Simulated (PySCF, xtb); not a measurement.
C4H9Al, SMILES C=[CH][AlH][CH2]C.

GFN2-xTB run with xtb 6.7.1 at its own geometry gives an orbital gap of 3.62 eV and a dipole moment of 1.30 D.

The structure is a stationary point at B3LYP-D3(BJ)/def2-SVP. The structure was generated by enumeration; whether it is a known compound was not checked. The values are those of a single conformer.

Q: What does PBE/def2-TZVP (PySCF) give? (The exact figures need the calculation; the answer reports its results.)

A: gap 3.85 eV (levels -6.12 and -2.27 eV), dipole 0.78 D.
